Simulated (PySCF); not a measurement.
Isomers of C7H11FSSi, one GFN2-xTB conformer each. Single-point energies are computed at PBE0/pcSseg-1 (PySCF, gas phase, no added dispersion term), electronic only.

```tsv
SMILES	GFN2-xTB relative energy (kcal/mol)
CC#C[C@](C)([SiH3])C(=S)CF	40.5
CC#C[C@@]1(F)CS[SiH2][C@@H]1C	8.8
CCCc1cc([SiH3])sc1F	0.0
```

Conformers: `[CH3:1][C:2]#[C:3][C@:4]([CH3:5])([SiH3:6])[C:7](=[S:8])[CH2:9][F:10]` with C3–C4–C7–S8 -151°, C4–C7–C9–F10 37°; `[CH3:1][C:2]#[C:3][C@@:4]1([F:5])[CH2:6][S:7][SiH2:8][C@@H:9]1[CH3:10]` with C3–C4–C6–S7 169°, C4–C6–S7–Si8 -15°, C6–S7–Si8–C9 -11°, S7–Si8–C9–C10 157°; `[CH3:1][CH2:2][CH2:3][c:4]1[cH:5][c:6]([SiH3:7])[s:8][c:9]1[F:10]` with C1–C2–C3–C4 -64°, C2–C3–C4–C5 101°.

Task: What does PBE0/pcSseg-1 give for the same structures?

Result: 
```csv
SMILES,PBE0/pcSseg-1 E (Eh),PBE0/pcSseg-1 (kcal/mol),GFN2-xTB (kcal/mol),point group
CCCc1cc([SiH3])sc1F,-1060.11684,0.0,0.0,C1
CC#C[C@@]1(F)CS[SiH2][C@@H]1C,-1060.10341,8.4,8.8,C1
CC#C[C@](C)([SiH3])C(=S)CF,-1060.03693,50.1,40.5,C1
```

Both levels put the same isomer lowest; measured from each level's own lowest isomer, the values differ by up to 9.6 kcal/mol (CC#C[C@](C)([SiH3])C(=S)CF: 40.5 against 50.1). As drawn, the lowest has an aromatic ring, which the highest lacks; the highest has a C≡C bond and a C=S bond, which the lowest lacks.

Task: Which frontier levels, dipoles and rotational constants go with these structures?

Result: 
| SMILES | HOMO (eV, PBE0/pcSseg-1) | LUMO (eV) | dipole (D) | A, B, C (MHz) |
| --- | --- | --- | --- | --- |
| CCCc1cc([SiH3])sc1F | -6.70 | -0.73 | 1.51 | 1470, 628.9, 485.6 |
| CC#C[C@@]1(F)CS[SiH2][C@@H]1C | -6.73 | 0.09 | 3.66 | 1750, 622.3, 523.8 |
| CC#C[C@](C)([SiH3])C(=S)CF | -6.47 | -2.25 | 2.24 | 1206, 690.7, 629.2 |
